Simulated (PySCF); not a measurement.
# Spin-orbit coupling and the second ionisation energy along the 4d series

Two-component X2C-1e calculated with PySCF 2.14: MP2 on generalised Hartree-Fock spinors (GMP2), with spin-orbit coupling off and on (screened by Boettger's factors); no Breit or QED terms. Values in eV; the references (NIST) lie between the lowest levels. Elements whose determinants are no pure J levels are left out.

```
                               element             configurations  spin-free  with spin-orbit   shift         reference
Tc (x2c-TZVPPall-2c, [Ar] 3d10 frozen)    [Kr] 4d5 5s1 → [Kr] 4d5     15.182           15.180  -0.002         15.26 (s)
Ru (x2c-TZVPPall-2c, [Ar] 3d10 frozen)        [Kr] 4d7 → [Kr] 4d6     16.491           16.537   0.046  16.76 ± 0.06 (s)
Pd (x2c-TZVPPall-2c, [Ar] 3d10 frozen)        [Kr] 4d9 → [Kr] 4d8     19.497           19.362  -0.135  19.43 ± 0.12 (s)
Ag (x2c-TZVPPall-2c, [Ar] 3d10 frozen)       [Kr] 4d10 → [Kr] 4d9     21.749           21.505  -0.244            21.484
Cd (x2c-TZVPPall-2c, [Ar] 3d10 frozen)  [Kr] 4d10 5s1 → [Kr] 4d10     16.820           16.823   0.002            16.908
```

Q: Estimate the missing row, Rh (x2c-TZVPPall-2c, [Ar] 3d10 frozen).

A: The calculation gives spin-free 17.986; with spin-orbit 17.934; shift -0.051. The reference value is 18.08 (s).

The largest shift is at Ag, -0.244 eV, where spin-orbit coupling lowers the species with fewer electrons by more than the one with more (starting occupations closed and 4d3/2^4 4d5/2^5).

What remains against the references is mostly the basis and correlation beyond MP2. References marked (s) are semi-empirical, (t) theoretical.
